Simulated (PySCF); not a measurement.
Cartesian coordinates in Å; atom numbers follow the order of the lines, from 1:
```xyz
10

Al   -0.109    1.376   -0.233
Cl   -1.269    2.575    1.032
Cl    0.858    2.289   -1.849
O     0.963    0.190    0.678
Al    0.134   -1.390    0.232
Cl   -0.839   -2.293    1.851
Cl    1.292   -2.605   -1.019
O    -0.930   -0.205   -0.689
H     1.690    0.357    1.284
H    -1.666   -0.371   -1.283
```

A single conformation, isolated molecule, no relativistic terms, fast rotation and ring inversion assumed for equivalent nuclei. σ from GIAO-B3LYP/pcSseg-1 (pcSseg-2 on Al); PBE0-D3(BJ)/def2-SVP geometry; PySCF 2.14.

Chemical shifts δ = σref − σ; ¹H against TMS; ²⁷Al against [Al(H2O)6]3+; ³⁵Cl vs HCl; ¹⁷O against H2O, all at this level.

```
          atoms  nucleus  count  δ (ppm)
          O4/O8      ¹⁷O      2     61.3
        Al1/Al5     ²⁷Al      2    109.3
Cl2/Cl3/Cl6/Cl7     ³⁵Cl      4        ?
         H9/H10       ¹H      2        ?
```

**Question.** Fill in the missing shifts.

**Answer.** 
- H9/H10: 2.74 ppm, hydrogen on an oxygen bonded to 2 Al
- Cl2/Cl3/Cl6/Cl7: -34 ppm, chlorine bonded to Al

Exchangeable OH/NH protons stand at their gas-phase positions; hydrogen bonding in a real sample shifts them, mostly to higher δ. Experimental scales use liquid or dissolved standards, which lie at an offset from isolated H2O (liquid H2O: subtract about 36 ppm).
